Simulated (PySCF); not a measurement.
neopentane (C5H12), singlet, geometry from GFN2-xTB; MP2/6-31G (PySCF).

The PySCF input:
```python
from pyscf import gto, scf, mp

mol = gto.M(
    atom='''
C    -0.342155   -0.440932    1.424642
C     0.000000   -0.000000    0.000000
C     0.140297    1.523020   -0.042687
C    -1.116514   -0.436182   -0.950914
C     1.318372   -0.645907   -0.431040
H    -1.277917    0.008553    1.749940
H    -0.446243   -1.522623    1.475778
H     0.441015   -0.139505    2.116951
H     0.383913    1.856752   -1.049057
H    -0.788353    2.001456    0.260981
H     0.930579    1.853398    0.627991
H    -2.063690    0.013373   -0.660635
H    -1.232017   -1.517803   -0.934797
H    -0.891425   -0.131331   -1.970672
H     1.238762   -1.730619   -0.407259
H     2.126021   -0.347501    0.233913
H     1.579354   -0.344148   -1.443135
''',
    basis='6-31g',
    charge=0,
    spin=0,
    verbose=4,
)

mf = scf.UHF(mol)
mf.kernel()

pt = mp.MP2(mf)
pt.kernel()
print('E(MP2) = %.10f' % pt.e_tot)
mf.analyze()
```

The log (banner, timings and long lists left out):

```
PySCF version 2.14.0

[INPUT] verbose = 4
[INPUT] num. atoms = 17
[INPUT] num. electrons = 42
[INPUT] charge = 0
[INPUT] spin (= nelec alpha-beta = 2S) = 0
[INPUT] symmetry False subgroup None
[INPUT] Mole.unit = angstrom
[INPUT] Symbol           X                Y                Z      unit          X                Y                Z       unit  Magmom
[...]
nuclear repulsion = 199.27094055107
number of shells = 49
number of NR pGTOs = 158
number of NR cGTOs = 69
basis = 6-31g
ecp = {}

******** <class 'pyscf.scf.uhf.UHF'> ********
method = UHF
initial guess = minao
damping factor = 0
level_shift factor = 0
DIIS = <class 'pyscf.scf.diis.CDIIS'>
diis_start_cycle = 1
diis_space = 8
diis_damp = 0
SCF conv_tol = 1e-09
SCF conv_tol_grad = None
SCF max_cycles = 50
direct_scf = True
direct_scf_tol = 1e-13
number electrons alpha = 21  beta = 21
Set gradient conv threshold to 3.16228e-05
init E= -196.756373297276
cycle= 1 E= -196.217252861538  delta_E= 0.539  |g|= 0.217  |ddm|= 2.21
cycle= 2 E= -196.251902127146  delta_E= -0.0346  |g|= 0.0541  |ddm|= 0.252
cycle= 3 E= -196.253968675671  delta_E= -0.00207  |g|= 0.0175  |ddm|= 0.0948
cycle= 4 E= -196.254150154753  delta_E= -0.000181  |g|= 0.00252  |ddm|= 0.0234
cycle= 5 E= -196.254155467249  delta_E= -5.31e-06  |g|= 0.000877  |ddm|= 0.00618
cycle= 6 E= -196.254156410002  delta_E= -9.43e-07  |g|= 0.000564  |ddm|= 0.00152
cycle= 7 E= -196.254157195845  delta_E= -7.86e-07  |g|= 0.000218  |ddm|= 0.00196
cycle= 8 E= -196.254157334713  delta_E= -1.39e-07  |g|= 5.12e-05  |ddm|= 0.00111
cycle= 9 E= -196.254157340202  delta_E= -5.49e-09  |g|= 1.75e-05  |ddm|= 0.000185
cycle= 10 E= -196.254157340845  delta_E= -6.43e-10  |g|= 6.32e-06  |ddm|= 6.39e-05
Extra cycle  E= -196.254157340899  delta_E= -5.38e-11  |g|= 3.92e-06  |ddm|= 1.25e-05
converged SCF energy = -196.254157340899  <S^2> = 1.937579e-10  2S+1 = 1

******** <class 'pyscf.mp.ump2.UMP2'> ********
nocc = (np.int64(21), np.int64(21)), nmo = (69, 69)
E(UMP2) = -196.726706720457  E_corr = -0.47254937955811
E(SCS-UMP2) = -196.735081001108  E_corr = -0.480923660208797
E_corr(same-spin) = -0.0993872253010788
E_corr(oppo-spin) = -0.373162154257031
E(MP2) = -196.7267067205
**** SCF Summaries ****
Total Energy =                        -196.254157340898871
Nuclear Repulsion Energy =             199.270940551070112
One-electron Energy =                 -658.027920506634359
Two-electron Energy =                  262.502822614665376
[...]
spin_pop of  9 H 2s       -0.00000
spin_pop of  10 H 1s        0.00000
spin_pop of  10 H 2s       -0.00000
spin_pop of  11 H 1s        0.00000
spin_pop of  11 H 2s       -0.00000
spin_pop of  12 H 1s        0.00000
spin_pop of  12 H 2s       -0.00000
spin_pop of  13 H 1s        0.00000
spin_pop of  13 H 2s       -0.00000
spin_pop of  14 H 1s        0.00000
spin_pop of  14 H 2s       -0.00000
spin_pop of  15 H 1s        0.00000
spin_pop of  15 H 2s       -0.00000
spin_pop of  16 H 1s        0.00000
spin_pop of  16 H 2s       -0.00000
 ** Mulliken Spin Density (per atom)  **
spin density of  0 C =      0.00000
spin density of  1 C =     -0.00002
spin density of  2 C =      0.00000
spin density of  3 C =      0.00000
spin density of  4 C =      0.00000
spin density of  5 H =      0.00000
spin density of  6 H =      0.00000
spin density of  7 H =      0.00000
spin density of  8 H =      0.00000
spin density of  9 H =      0.00000
spin density of  10 H =      0.00000
spin density of  11 H =      0.00000
spin density of  12 H =      0.00000
spin density of  13 H =      0.00000
spin density of  14 H =      0.00000
spin density of  15 H =      0.00000
spin density of  16 H =      0.00000
 ** Mulliken pop alpha/beta on meta-lowdin orthogonal AOs **
 ** Mulliken pop       alpha | beta **
In total            21.00000 | 21.00000
 ** Mulliken atomic charges   ( Nelec_alpha | Nelec_beta ) **
charge of  0C =     -0.29342  (     3.14671      3.14671 )
charge of  1C =      0.08837  (     2.95580      2.95583 )
charge of  2C =     -0.29342  (     3.14671      3.14671 )
charge of  3C =     -0.29342  (     3.14671      3.14671 )
charge of  4C =     -0.29342  (     3.14671      3.14671 )
charge of  5H =      0.09044  (     0.45478      0.45478 )
charge of  6H =      0.09044  (     0.45478      0.45478 )
charge of  7H =      0.09044  (     0.45478      0.45478 )
charge of  8H =      0.09044  (     0.45478      0.45478 )
charge of  9H =      0.09044  (     0.45478      0.45478 )
charge of  10H =      0.09044  (     0.45478      0.45478 )
charge of  11H =      0.09044  (     0.45478      0.45478 )
charge of  12H =      0.09044  (     0.45478      0.45478 )
charge of  13H =      0.09044  (     0.45478      0.45478 )
charge of  14H =      0.09044  (     0.45478      0.45478 )
charge of  15H =      0.09044  (     0.45478      0.45478 )
charge of  16H =      0.09044  (     0.45478      0.45478 )
Dipole moment(X, Y, Z, Debye): -0.00000, -0.00000,  0.00000
```
